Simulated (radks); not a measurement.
Values are calculated unless marked as measured or tabulated.
Species: Tl I. Configuration: [Hg] 6p1 (the NIST ground configuration).

Code: a radial shooting solver on a logarithmic mesh with Libxc functionals. Model: scalar-relativistic Kohn-Sham, PBE, spin-polarised, spherical densities, finite nucleus; open shells are filled with parallel spins first (spin-orbit coupling, left out, can overturn this in heavy ions); Fermi nuclear charge, rms radius 5.4759 fm; hard spherical wall at 20 bohr.

Energy parts (Ry):
| part | energy |
|---|---|
| total | -40481.3974 |
| kinetic | 45565.8821 |
| electron-nucleus | -100931.7874 |
| Hartree | 15641.0050 |
| exchange-correlation | -756.4970 |

Orbitals (lengths in bohr, moments of r in powers of bohr; <r^-3> diverges for s and p1/2):
orbital	occ.	eigenvalue (Ry)	<r^-3>	<r^2>	<1/r>
1s up	1	-6290.061	-	0.0003690	99.38
1s down	1	-6290.060	-	0.0003690	99.38
2s up	1	-1120.028	-	0.005606	23.33
2s down	1	-1120.028	-	0.005606	23.33
2p up	3	-963.6955	28140	0.004755	20.59
2p down	3	-963.6953	28140	0.004755	20.59
3s up	1	-267.3457	-	0.03608	8.650
3s down	1	-267.3455	-	0.03608	8.650
3p up	3	-222.3238	6497	0.03727	7.850
3p down	3	-222.3236	6497	0.03727	7.850
3d up	5	-175.5791	795.2	0.03088	7.374
3d down	5	-175.5789	795.2	0.03088	7.374
4s up	1	-59.66335	-	0.1731	3.719
4s down	1	-59.66304	-	0.1731	3.719
4p up	3	-44.89844	1586	0.1981	3.349
4p down	3	-44.89809	1586	0.1981	3.349
4d up	5	-27.56169	171.0	0.2232	3.008
4d down	5	-27.56128	171.0	0.2232	3.008
4f up	7	-8.37828	34.16	0.2629	2.605
4f down	7	-8.37781	34.16	0.2629	2.605
5s up	1	-9.61741	-	0.8627	1.550
5s down	1	-9.61677	-	0.8627	1.550
5p up	3	-5.59021	285.0	1.147	1.321
5p down	3	-5.58962	285.0	1.146	1.322
5d up	5	-1.13816	18.12	2.291	0.9467
5d down	5	-1.13143	18.26	2.261	0.9505
5f up	0	0.09293	0.0007822	169.0	0.08378
6s up	1	-0.71528	-	7.082	0.5123
6s down	1	-0.67918	-	6.965	0.5176
6p up	1	-0.19222	13.94	17.21	0.3336
6p down	0	-0.14533	14.39	16.86	0.3368
6d up	0	0.03568	0.05534	120.1	0.1092
7s up	0	-0.04160	-	79.63	0.1453

The highest occupied level is 6p up at -2.615 eV. The electron density at the nucleus is 2.72e+06 e/bohr^3 (large components only). The pressure on the wall is 0.00000136 GPa.
